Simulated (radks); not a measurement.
The lithium anion Li-, [He] 2s2, held by a Watson sphere: a shell of charge +0.94 at radius R that stands for the Madelung well of a crystal (potential energy -0.94/R inside, -0.94/r outside, in hartree with lengths in bohr). Method: non-relativistic Kohn-Sham, r2SCAN, spin-polarised, spherical densities, point nucleus; meta-GGA in the generalised Kohn-Sham scheme; computed with a radial shooting solver on a logarithmic mesh with Libxc functionals.

| R (bohr) | e(1s) (eV) | e(2s) (eV) | <r> 2s (bohr) | sum of <r^2> (bohr^2) | X-ray form factor at sin(theta)/lambda = 0.2 1/angstrom |
|---|---|---|---|---|---|
| 1.85 | -55.221 | -4.291 | 3.240 | 25.67 | 1.758 |
| 2.03 | -54.394 | -4.229 | 3.293 | 26.43 | 1.746 |
| 2.38 | -53.314 | -4.088 | 3.409 | 28.14 | 1.727 |
| 2.4 | -53.267 | -4.079 | 3.415 | 28.24 | 1.726 |
| 2.54 | -52.980 | -4.017 | 3.465 | 29.00 | 1.720 |
| 3.19 | -52.197 | -3.712 | 3.703 | 32.88 | 1.703 |
| 3.29 | -52.127 | -3.665 | 3.740 | 33.51 | 1.702 |
| 3.9 | -51.850 | -3.381 | 3.959 | 37.46 | 1.702 |
